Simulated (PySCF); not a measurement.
A PySCF script (with the pyscf-properties extension) for the NMR shieldings of `CC[C@@H]1[SiH2][Si@@H](N[SiH3])[C@@H]1F`, C4H14FNSi3, on a GFN2-xTB geometry:

```python
import basis_set_exchange as bse
import numpy as np
from pyscf import gto, dft
from pyscf.prop import nmr

atoms = """
C    -3.539609    0.310587    0.222860
C    -2.461993   -0.727500   -0.054948
C    -1.066749   -0.165799    0.183351
Si   -0.447689    1.294707   -0.930727
Si    1.473756   -0.008215   -0.711936
N     2.586758    0.529120    0.508249
Si    4.261051    0.155466    0.773341
C     0.068362   -1.189797   -0.046885
F    -0.274019   -2.052762   -1.089566
H    -4.528785   -0.109506    0.054442
H    -3.411655    1.170163   -0.432411
H    -3.482823    0.655802    1.253462
H    -2.540759   -1.065338   -1.090224
H    -2.621364   -1.600585    0.586073
H    -0.997909    0.139393    1.234458
H    -0.649563    2.604121   -0.289259
H    -1.142100    1.348769   -2.221349
H     2.285592   -0.677375   -1.725886
H     2.151660    1.025291    1.269991
H     4.906344    0.183779   -0.536815
H     4.436799   -1.157134    1.404736
H     4.755964    1.212579    1.655828
H     0.233978   -1.848781    0.812105
"""
names = dict.fromkeys(["C", "Si", "N", "F", "H"], "pcSseg-1")
basis = {el: gto.basis.parse(bse.get_basis(n, elements=[el], fmt="nwchem")) for el, n in names.items()}
mol = gto.M(atom=atoms, basis=basis, charge=0, verbose=0)
mf = dft.RKS(mol, xc="PBE0")
mf.grids.level = 2
mf.grids.alignment = dft.numint.BLKSIZE   # the property module wants whole blocks of grid points
mf.conv_tol = 1e-9
mf.kernel()

calc = nmr.RKS(mf)   # GIAO
C = mf.mo_coeff
Co = C[:, mf.mo_occ > 0]
resp = mf.gen_response(singlet=True, hermi=2)
def vind(x):   # induced exchange potential for any number of trial vectors
    d = np.einsum("pi,xij,qj->xpq", C, 2 * x.reshape(-1, C.shape[1], Co.shape[1]), Co, optimize=True)
    return np.einsum("xpq,pi,qj->xij", resp(d - d.transpose(0, 2, 1)), C, Co, optimize=True).ravel()
mo1, _ = nmr.rhf.solve_mo1(calc, with_cphf=vind)
sigma = calc.kernel(mo1)
for i, s in enumerate(sigma):   # ppm
    w = np.linalg.eigvalsh((s + s.T) / 2)
    print("%2d %-2s iso %8.1f  s11 %8.1f  s22 %8.1f  s33 %8.1f" % (i, mol.atom_pure_symbol(i), w.mean(), *w))
```

**Question.** What does it print?

**Answer.** 
```
 0 C  iso    169.8  s11    159.8  s22    163.3  s33    186.3
 1 C  iso    160.9  s11    150.0  s22    160.6  s33    172.1
 2 C  iso    145.3  s11    122.5  s22    146.5  s33    167.0
 3 Si iso    389.9  s11    334.4  s22    363.9  s33    471.5
 4 Si iso    359.4  s11    313.0  s22    370.7  s33    394.4
 5 N  iso    259.6  s11    240.6  s22    243.1  s33    295.2
 6 Si iso    401.7  s11    361.4  s22    378.4  s33    465.4
 7 C  iso     80.6  s11     47.9  s22     74.2  s33    119.8
 8 F  iso    428.1  s11    368.9  s22    425.0  s33    490.4
 9 H  iso     30.3  s11     25.5  s22     27.2  s33     38.2
10 H  iso     30.9  s11     26.2  s22     30.9  s33     35.5
11 H  iso     30.9  s11     26.7  s22     29.0  s33     37.0
12 H  iso     29.8  s11     24.8  s22     30.7  s33     34.1
13 H  iso     30.0  s11     24.7  s22     29.1  s33     36.3
14 H  iso     30.0  s11     27.2  s22     30.2  s33     32.6
15 H  iso     27.1  s11     23.7  s22     25.5  s33     32.0
16 H  iso     27.1  s11     24.0  s22     26.0  s33     31.3
17 H  iso     26.4  s11     22.9  s22     26.2  s33     30.0
18 H  iso     32.2  s11     22.1  s22     32.0  s33     42.4
19 H  iso     26.9  s11     23.3  s22     25.7  s33     31.8
20 H  iso     26.8  s11     22.7  s22     25.3  s33     32.5
21 H  iso     26.9  s11     23.2  s22     25.1  s33     32.4
22 H  iso     26.3  s11     23.1  s22     27.5  s33     28.3
```

These numbers come from an equivalent density-fitted implementation of the same equations, which agrees with the script to about 0.01 ppm for H and up to a few tenths of a ppm for heavy atoms, so last digits may differ.

**Question.** Turn these shieldings into chemical shifts. δ = σ(ref) − σ, references computed at the same level: TMS for ¹³C (σ = 186.93 ppm) and ²⁹Si (σ = 349.16 ppm) and ¹H (σ = 31.72 ppm); NH3 for ¹⁵N (σ = 267.73 ppm); ¹⁹F (σ = 170.95 ppm) vs CFCl3.

**Answer.** Averaging equivalent atoms: C 7: 106.3; C 2: 41.6; C 1: 26.0; C 0: 17.1; Si 4: -10.2; Si 3: -40.8; Si 6: -52.6; N 5: 8.1; F 8: -257.2; H 22: 5.42; H 17: 5.36; H 19/20/21: 4.83; H 15: 4.66; H 16: 4.61; H 12: 1.88; H 14: 1.73; H 13: 1.70; H 9/10/11: 1.02; H 18: -0.44 ppm. Unscaled 19F shifts against computed CFCl3 carry errors that often reach 10 to 50 ppm. Experimental scales use liquid or dissolved standards, which lie at an offset from isolated NH3 (liquid NH3: subtract about 20 ppm).

Size and cost of the density-fitted run: 244 basis functions, 100 s wall time on 1 thread of an Arm Neoverse N1, shared host; peak memory 1.1 GiB.
